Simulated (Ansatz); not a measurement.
`O[C](F)(F)[AlH2]` + `C=C=N` → `C=C=[N][AlH2]` + `OC(F)F` at 500 K and 1 bar (ligand exchange at the Al–C bond).

Gas-phase electronic energies from Ansatz, PBE0-D4/def2-TZVP geometries. CBS: MP2 limit from def2 TZ/QZ plus the TZ coupled-cluster correction, frozen cores. This one scheme is used for every species. One conformer a species, not always the lowest.

```
           species  CCSD(T)/CBS energy (Eh)  H − E (kJ/mol)  S (J/(mol·K))
`O[C](F)(F)[AlH2]`               -556.60393           144.8          402.1
           `C=C=N`               -132.55079           140.3          282.8
   `C=C=[N][AlH2]`               -375.19639           164.6          357.6
          `OC(F)F`               -314.01610           125.4          309.8
```

H − E and S are ideal-gas, rigid-rotor, harmonic terms from PBE0-D4/def2-TZVP, for one conformer and one mirror image of each species. 1 Eh = 2625.50 kJ/mol, R = 8.31446 J/(mol·K).

Q: By hand: ΔE, ΔH, ΔS and ΔG.

A: ΔE = (-375.19639) + (-314.01610) − (-556.60393) − (-132.55079) = -0.05777 Eh = -151.7 kJ/mol. Δ(H − E) = 164.6 + 125.4 − 144.8 − 140.3 = 4.9, so ΔH = -146.8 kJ/mol. ΔS = 357.6 + 309.8 − 402.1 − 282.8 = -17.5 J/(mol·K). ΔG = -146.8 − 500 × (-17.5)/1000 = -138.1 kJ/mol.

Q: By hand: the equilibrium constant, and the temperature at which ΔG would vanish if ΔH and ΔS stayed fixed.

A: log₁₀ K = −ΔG/(RT ln 10) = 14.4. ΔG = 0 at ΔH/ΔS = 8389 K, far beyond where these terms or the molecules hold.

ΔH outweighs TΔS. A doubt of 5 kJ/mol in ΔE shifts log₁₀ K by 0.5 here. Other conformers and mirror images would add mixing entropy, several J/(mol·K) or more a flexible species. Modes under 60 cm⁻¹, often nearly free rotors, make the harmonic entropy too high. These are equilibria of isolated gas molecules and say nothing of rates. Largest T1 diagnostic: 0.015 (customary marks: 0.02 for closed shells, 0.045 for open ones).
